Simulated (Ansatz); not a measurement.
Saddle point of GaH$_{3}$Cl$_{2}$O, closed shell (GaHCl₂ ([Cl][GaH][Cl]) + H₂O → GaHCl₂O ([OH][Ga]([Cl])[Cl]) + H₂; bonds formed: H2–H5; dative contacts that become bonds: Ga1–O6; bonds broken: Ga1–H2, H5–O6), PBE0-D4/def2-TZVP structure:

```csv
atom,x (Å),y (Å),z (Å)
Ga1,0.1326,-0.6122,-0.2637
H2,0.9742,0.9293,-0.6943
Cl3,-0.6499,-1.5835,-1.9777
Cl4,1.2217,-1.6690,1.2316
H5,0.1974,1.2117,-0.1378
O6,-0.9180,0.8236,0.4411
H7,-0.9581,0.9000,1.4007
```

Energies are electronic, without zero-point energy. Barriers and step energies count from the start structure reached by relaxing down the imaginary mode; all methods use the PBE0-D4 structures, on which another method's saddle can fall below an end. Program: Ansatz 0.2.0. Basis: def2-TZVPP, with def2-QZVPP for the basis limit. Cores are frozen in the correlated methods. Filled d shells of the heavier atoms are correlated. The def2 sets are not built for correlating such inner shells, so the correlated values are less sure here. B3LYP uses VWN-RPA correlation. Extrapolation: Hartree–Fock as exp(−7.88 √X), correlation as X^−2.97.

```
      method  barrier (kcal/mol)  step energy (kcal/mol)
       SPW92               25.76                   14.23
      PBE-D4               28.23                    9.17
     BLYP-D4               30.04                    7.14
   r2SCAN-D4               30.19                    9.72
      B97M-V               33.37                   11.68
     PBE0-D4               31.92                   11.22
    B3LYP-D4               32.85                    9.22
  r2SCAN0-D4                   ?                   11.33
    BHLYP-D4                   ?                   11.29
CAM-B3LYP-D4               33.86                   10.68
     wB97X-V               34.14                   10.25
     wB97M-V               34.59                   10.96
      B2PLYP               33.03                    8.60
    PBE-QIDH               33.58                   10.87
  RPA on PBE               33.02                    8.25
          HF                   ?                   11.07
         MP2               32.67                    8.09
        CCSD               35.80                    9.94
     CCSD(T)               33.86                    9.26
```

Problem. Fill in the withheld barriers. (An estimate is asked for; the value comes from the calculation.)

Solution. The calculation gives: r2SCAN0-D4 33.05; BHLYP-D4 36.99; HF 44.02 kcal/mol. Each is the energy of the saddle less that of the start structure, by the same method.

For comparison, the barrier by CCSD(T) at an estimated basis limit (MP2 extrapolated from triple and quadruple zeta, plus CCSD(T) − MP2 in triple zeta) is 34.35 kcal/mol.

No T1 diagnostic of these runs exceeds 0.012.

The step is the kind of ligand exchange by which a precursor binds to a hydroxyl group, or is hydrolysed, in atomic layer deposition of oxides.

Labels in which every atom is bracketed show which atoms are joined, not bond orders.

For scale, one of the runs: CCSD(T)/def2-TZVPP, 205 basis functions, launched by `ansatz run in.yaml --threads 4 --pin off --events-out ev --progress --plain --max-ram 9574MiB`. The run took 62 s on 4 CPU threads of an Arm Neoverse V2 (shared host), with 2.6 GiB of host memory at its peak.
